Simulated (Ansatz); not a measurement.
`N/C=[CH]/[SnH3]` and `C/C=C/N` differ in one atom or group.

Ansatz, PBE0-D4/def2-TZVP geometries, multiplicity 1. Each molecule was computed in one conformer, which needn't be the lowest.

Elements past krypton have def2 core potentials.

| property | `N/C=[CH]/[SnH3]` |
| --- | --- |
| HOMO–LUMO gap (ωB97M-V/def2-TZVPP) / eV | 10.17 |
| size of the dipole moment (ωB97M-V/def2-TZVPP) / D | 2.66 |
| HOMO–LUMO gap (B3LYP/def2-TZVPP) / eV | 6.20 |
| LUMO energy (PBE0/def2-TZVPP) / eV | 0.50 |
| HOMO–LUMO gap (PBE0/def2-TZVPP) / eV | 6.68 |
| HOMO energy (ωB97M-V/def2-TZVPP) / eV | -8.36 |

(1) Give the same properties after the change, and the shifts. (Best estimate.)

Answers

(1) The calculation gave: 
| property | `C/C=C/N` | shift |
| --- | --- | --- |
| HOMO–LUMO gap (ωB97M-V/def2-TZVPP) / eV | 10.57 | 0.40 |
| size of the dipole moment (ωB97M-V/def2-TZVPP) / D | 1.30 | -1.36 |
| HOMO–LUMO gap (B3LYP/def2-TZVPP) / eV | 6.36 | 0.16 |
| LUMO energy (PBE0/def2-TZVPP) / eV | 1.17 | 0.67 |
| HOMO–LUMO gap (PBE0/def2-TZVPP) / eV | 6.88 | 0.20 |
| HOMO energy (ωB97M-V/def2-TZVPP) / eV | -7.92 | 0.44 |

With PBE0 the HOMO rises by 0.48 eV and the LUMO rises by 0.67 eV, so the gap widens by about 0.19 eV. PBE moves the HOMO by 0.51 eV and ωB97M-V by 0.44 eV. Dipoles are sizes alone; their direction can turn.

B3LYP here is the variant with VWN-RPA as its local correlation; programs differ in this.
